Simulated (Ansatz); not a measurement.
One change: `COBS` becomes `COBO`.

Ansatz, PBE0-D4/def2-TZVP geometries, multiplicity 1. Each molecule was computed in one conformer, which needn't be the lowest.

| property | `COBS` |
| --- | --- |
| HOMO–LUMO gap (ωB97M-V/def2-TZVPP) / eV | 11.61 |
| HOMO energy (PBE/def2-TZVPP) / eV | -6.31 |
| HOMO energy (B3LYP/def2-TZVPP) / eV | -7.27 |
| size of the dipole moment (B3LYP/def2-TZVPP) / D | 2.04 |
| zero-point energy (PBE0-D4/def2-TZVP) / kJ/mol | 172.2 |
| LUMO energy (PBE0/def2-TZVPP) / eV | -0.01 |

Question: What does the change do to each property? (Best estimate.)

Answer: Computed: 
| property | `COBO` | shift |
| --- | --- | --- |
| HOMO–LUMO gap (ωB97M-V/def2-TZVPP) / eV | 13.60 | 1.99 |
| HOMO energy (PBE/def2-TZVPP) / eV | -7.07 | -0.76 |
| HOMO energy (B3LYP/def2-TZVPP) / eV | -8.39 | -1.12 |
| size of the dipole moment (B3LYP/def2-TZVPP) / D | 1.82 | -0.22 |
| zero-point energy (PBE0-D4/def2-TZVP) / kJ/mol | 186.0 | 13.8 |
| LUMO energy (PBE0/def2-TZVPP) / eV | 0.93 | 0.94 |

With PBE0 the HOMO falls by 1.11 eV and the LUMO rises by 0.94 eV, so the gap widens by about 2.05 eV. PBE moves the HOMO by -0.76 eV and ωB97M-V by -1.33 eV. Dipoles are sizes alone; their direction can turn.

B3LYP here is the variant with VWN-RPA as its local correlation; programs differ in this.
